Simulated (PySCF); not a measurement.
Species: C5H3FN2O.
SMILES with atom numbers: `[N:1]#[C:2][C@@H:3]1[O:4][CH2:5][C@:6]1([F:7])[C:8]#[N:9]` (hydrogens: H10 on C3; H11, H12 on C5)

The geometry is computed with GFN2-xTB (gas phase).

Give the optimised bond lengths and angles.

| bond | length (Å) | order |
| --- | --- | --- |
| N1≡C2 | 1.141 | triple |
| C2–C3 | 1.448 | single |
| C3–O4 | 1.431 | single |
| O4–C5 | 1.426 | single |
| C5–C6 | 1.539 | single |
| C6–F7 | 1.370 | single |
| C6–C8 | 1.448 | single |
| C8≡N9 | 1.141 | triple |
| C3–C6 | 1.553 | single |
| C3–H10 | 1.099 | single |
| C5–H11 | 1.093 | single |
| C5–H12 | 1.092 | single |

Orders are formal, as drawn. A selection of angles:
| angle | degrees |
| --- | --- |
| N1–C2–C3 | 179.3 |
| C2–C3–O4 | 114.2 |
| C2–C3–C6 | 116.1 |
| O4–C3–C6 | 90.9 |
| C3–O4–C5 | 93.1 |
| O4–C5–C6 | 91.7 |
| C5–C6–F7 | 114.5 |
| C5–C6–C8 | 116.0 |
| F7–C6–C8 | 110.5 |
| C3–C6–C5 | 84.2 |
| C3–C6–F7 | 113.5 |
| C3–C6–C8 | 116.2 |
| C6–C8–N9 | 178.6 |

Torsions: C2–C3–O4–C5 -123° (anticlinal); C3–O4–C5–C6 3° (synperiplanar); O4–C5–C6–F7 -116° (anticlinal); C2–C3–C6–C5 121° (anticlinal).

The 4 C–C bonds span 1.448 Å (C2–C3, drawn single) to 1.553 Å (C3–C6, drawn single), a spread of 0.105 Å. The 4-membered ring C3–O4–C5–C6 has internal angles of 84.2° to 93.1°; it is almost planar, 0.02 Å rms from its mean plane, widest ring torsion 3°.

Point group: C1 (no symmetry element, even within 0.4 Å). No frequency check.
